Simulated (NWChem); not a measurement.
System: BeH2S; SMILES [BeH][SH]

The following NWChem deck was run.

```
start job
memory heap 200 mb stack 900 mb global 1100 mb
geometry units angstroms noautosym nocenter noautoz
  Be     0.103550    -1.305173     0.000000
  H      0.068015    -2.638136     0.000000
  S      0.162858     0.609725     0.000000
  H     -1.188377     0.702393     0.000000
end
basis spherical
  Be library pcsseg-2
  H library pcsseg-2
  S library pcsseg-2
end
dft
  xc pbe0
  iterations 150
end
property
  shielding
end
task dft property
```

Excerpt of the output:

```
             Northwest Computational Chemistry Package (NWChem) 7.3.0
             --------------------------------------------------------

                             Geometry "geometry" -> ""
                             -------------------------

 Output coordinates in angstroms (scale by  1.889725989 to convert to a.u.)

  No.       Tag          Charge          X              Y              Z
 ---- ---------------- ---------- -------------- -------------- --------------
    1 Be                   4.0000     0.10355000    -1.30517300     0.00000000
    2 H                    1.0000     0.06801500    -2.63813600     0.00000000
    3 S                   16.0000     0.16285800     0.60972500     0.00000000
    4 H                    1.0000    -1.18837700     0.70239300     0.00000000

 Effective nuclear repulsion energy (a.u.)      29.1571809557

                              NWChem Property Module
                              ----------------------

  itol2e modified to match energy
  convergence criterion.

                                 NWChem DFT Module
                                 -----------------

 Summary of "ao basis" -> "ao basis" (spherical)
 ------------------------------------------------------------------------------
       Tag                 Description            Shells   Functions and Types
 ---------------- ------------------------------  ------  ---------------------
 Be                         pcsseg-2                 9       21   4s4p1d
 H                          pcsseg-2                 6       14   3s2p1d
 S                          pcsseg-2                15       43   5s7p2d1f

  itol2e modified to match energy
  convergence criterion.

            General Information
            -------------------
          SCF calculation type: DFT
          Wavefunction type:  closed shell.
          No. of atoms     :     4
          No. of electrons :    22
           Alpha electrons :    11
            Beta electrons :    11
          Charge           :     0
          Spin multiplicity:     1
          Use of symmetry is: off; symmetry adaption is: off
          Maximum number of iterations: 150
          AO basis - number of functions:    92
                     number of shells:    36
          Convergence on energy requested:  1.00D-07
          Convergence on density requested:  1.00D-05
          Convergence on gradient requested:  5.00D-04

              XC Information
              --------------
                         PBE0 Method XC Functional
                     Hartree-Fock (Exact) Exchange  0.250
          PerdewBurkeErnzerhof Exchange Functional  0.750
            Perdew 1991 LDA Correlation Functional  1.000 local
           PerdewBurkeErnz. Correlation Functional  1.000 non-local

             Grid Information
             ----------------
          Grid used for XC integration:  fine
          Radial quadrature: Mura-Knowles
          Angular quadrature: Lebedev.
          Tag              B.-S. Rad. Rad. Pts. Rad. Cut. Ang. Pts.
          ---              ---------- --------- --------- ---------
          Be                  1.05       70          10.0       590
          H                   0.35       60          12.0       590
          S                   1.00      123          11.0       770
          Grid pruning is: on
          Number of quadrature shells:   313
          Spatial weights used:  Erf1

      Superposition of Atomic Density Guess
      -------------------------------------

 Sum of atomic energies:        -413.05435595

      Non-variational initial energy
      ------------------------------

 Total energy =    -413.443524
 1-e energy   =    -626.994159
 2-e energy   =     184.393454
 HOMO         =      -0.343917
 LUMO         =       0.026166

   convergence    iter        energy       DeltaE   RMS-Dens  Diis-err
 ---------------- ----- ----------------- --------- --------- ---------
 d= 0,ls=0.0,diis     1   -413.9838157144 -4.43D+02  5.37D-03  5.59D-01
 d= 0,ls=0.0,diis     2   -414.0020829091 -1.83D-02  3.65D-03  8.56D-02
 d= 0,ls=0.0,diis     3   -414.0086455175 -6.56D-03  1.51D-03  4.77D-02
 d= 0,ls=0.0,diis     4   -414.0151246991 -6.48D-03  1.01D-04  1.55D-04
 d= 0,ls=0.0,diis     5   -414.0151437510 -1.91D-05  2.62D-05  1.58D-05
  Resetting Diis
 d= 0,ls=0.0,diis     6   -414.0151455188 -1.77D-06  8.14D-06  6.79D-07
 d= 0,ls=0.0,diis     7   -414.0151456377 -1.19D-07  2.76D-06  6.19D-08
 d= 0,ls=0.0,diis     8   -414.0151456389 -1.18D-09  1.49D-06  5.11D-08

         Total DFT energy =     -414.015145638881
      One electron energy =     -628.676866280026
           Coulomb energy =      214.622567028940
    Exchange-Corr. energy =      -29.118027343480
 Nuclear repulsion energy =       29.157180955685

 Numeric. integr. density =       22.000000030874

                       DFT Final Molecular Orbital Analysis
                       ------------------------------------

 Vector    9  Occ=2.000000D+00  E=-3.606173D-01
              MO Center=  8.2D-02, -1.0D+00, -1.4D-10, r^2= 3.3D+00
   Bfn.  Coefficient  Atom+Function         Bfn.  Coefficient  Atom+Function
  ----- ------------  ---------------      ----- ------------  ---------------
     2      0.275808  1 Be s                 57     -0.249586  3 S  py
    23      0.218750  2 H  s                 40     -0.182619  3 S  s
    22      0.180207  2 H  s                  1     -0.167813  1 Be s
    54     -0.160947  3 S  py                39     -0.152428  3 S  s
     3      0.144722  1 Be s                 38      0.110668  3 S  s

[...]

          -----------------------------------------
          Chemical Shielding Tensors (GIAO, in ppm)
          -----------------------------------------

                                NWChem CPHF Module
                                ------------------

  scftype          =     RHF
  nclosed          =       11
  nopen            =        0
  variables        =      891
  # of vectors     =        3
  tolerance        = 0.10D-03
  level shift      = 0.00D+00
  max iterations   =       50
  max subspace     =       30

 SCF residual:    2.0237119082819885E-005

Iterative solution of linear equations
  No. of variables      891
  No. of equations        3
  Maximum subspace       30
        Iterations       50
       Convergence  1.0D-04

   iter   nsub   residual    time
   ----  ------  --------  ---------
     1      3    5.15D-01      13.0
     2      6    1.52D-02      15.0
     3      9    7.23D-04      17.0
     4     12    4.69D-05      19.0

      Atom:    1  Be
        Diamagnetic
    141.0408     -0.1360     -0.0000
     -0.1360    157.4305      0.0000
     -0.0000      0.0000    138.7202

        Paramagnetic
    -96.5979     -1.1921      0.0000
     -1.1921     -6.1162     -0.0000
      0.0000     -0.0000    -93.5897

        Total Shielding Tensor
     44.4429     -1.3281      0.0000
     -1.3281    151.3143     -0.0000
      0.0000     -0.0000     45.1305

           isotropic =      80.2959
          anisotropy =     106.5524

          Principal Components and Axis System
                 1           2           3
              151.3308     45.1305     44.4264

      1        -0.0124      0.0000      0.9999
      2         0.9999      0.0000      0.0124
      3        -0.0000      1.0000     -0.0000

      Atom:    2  H
        Diamagnetic
     25.9059      0.0369     -0.0000
      0.0369     32.8378      0.0000
     -0.0000      0.0000     25.3851

        Paramagnetic
     -0.1435     -0.2313     -0.0000
     -0.2313     -0.5784     -0.0000
     -0.0000     -0.0000      0.1293

        Total Shielding Tensor
     25.7624     -0.1944     -0.0000
     -0.1944     32.2594     -0.0000
     -0.0000     -0.0000     25.5143

           isotropic =      27.8454
          anisotropy =       6.6297

          Principal Components and Axis System
                 1           2           3
               32.2652     25.7566     25.5143

      1        -0.0299      0.9996      0.0000
      2         0.9996      0.0299      0.0000
      3        -0.0000     -0.0000      1.0000

      Atom:    3  S
        Diamagnetic
   1059.8558     -0.6668     -0.0000
     -0.6668   1057.8338      0.0000
     -0.0000      0.0000   1055.7804

        Paramagnetic
   -435.4360    -73.5769     -0.0000
    -73.5769   -257.7358      0.0000
     -0.0000      0.0000   -355.2816

        Total Shielding Tensor
    624.4199    -74.2437     -0.0000
    -74.2437    800.0980      0.0000
     -0.0000      0.0000    700.4988

           isotropic =     708.3389
          anisotropy =     178.3985

          Principal Components and Axis System
                 1           2           3
              827.2713    700.4988    597.2467

      1        -0.3437     -0.0000      0.9391
      2         0.9391     -0.0000      0.3437
      3         0.0000      1.0000      0.0000

      Atom:    4  H
        Diamagnetic
     43.5294     -2.8585      0.0000
     -2.8585     24.6132      0.0000
      0.0000      0.0000     22.0390

        Paramagnetic
     -3.3926      0.2865     -0.0000
      0.2865      2.4578      0.0000
     -0.0000      0.0000      3.2664

        Total Shielding Tensor
     40.1368     -2.5719      0.0000
     -2.5719     27.0710      0.0000
      0.0000      0.0000     25.3054

           isotropic =      30.8377
          anisotropy =      14.6806

          Principal Components and Axis System
                 1           2           3
               40.6248     26.5830     25.3054

      1         0.9825      0.1864     -0.0000
      2        -0.1864      0.9825     -0.0000
      3         0.0000      0.0000      1.0000
```

Level: PBE0/pcSseg-2, GIAO. All runs use the structure optimised with PBE0/def2-SVP. The printed shielding anisotropy is the first printed principal value minus the mean of the other two.
